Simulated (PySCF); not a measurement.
Problem. Give a PBE0-D3(BJ)/def2-TZVP geometry of InChI=1S/C6H6S/c7-6-4-2-1-3-5-6/h1-5,7H.

Solution. 
```
atom  x, y, z in Å
S1     2.825   -0.294    0.181
C2     1.077   -0.137    0.069
C3     0.321   -1.308    0.066
C4    -1.059   -1.242   -0.018
C5    -1.705   -0.017   -0.100
C6    -0.951    1.147   -0.097
C7     0.431    1.093   -0.012
H8     3.104    1.016    0.127
H9     0.816   -2.270    0.129
H10   -1.635   -2.161   -0.020
H11   -2.785    0.030   -0.166
H12   -1.440    2.112   -0.160
H13    1.007    2.012   -0.010
```

Orientation and origin are arbitrary. Atoms count from 1 in this order. The 6-membered ring C2–C3–C4–C5–C6–C7 has internal angles of 119.2° to 120.7°; it is planar, 0.00 Å rms from its mean plane, widest ring torsion 0°. Of the pairs four or more bonds apart, H8···H13 is among the closest relative to their van der Waals radii: 2.33 Å, 97 % of the sum of Bondi's values. The 7 heavy atoms lie in one plane (0.001 Å rms). S1 (thiol sulfur) is bent (angle 96.7°).

Bonds between heavy atoms (Å): S1–C2 1.758, C2–C3 1.393, C3–C4 1.385, C4–C5 1.387, C5–C6 1.387, C6–C7 1.386, C2–C7 1.392.

Computed, not measured: PBE0-D3(BJ)/def2-TZVP geometry optimisation, gas phase in PySCF.

Point group: Cs (every atom within 0.08 Å of its image). PBE0-D3(BJ)/def2-TZVP frequencies: not computed here. The numbers are those of one conformer (H–S1–C2–C3 179°).
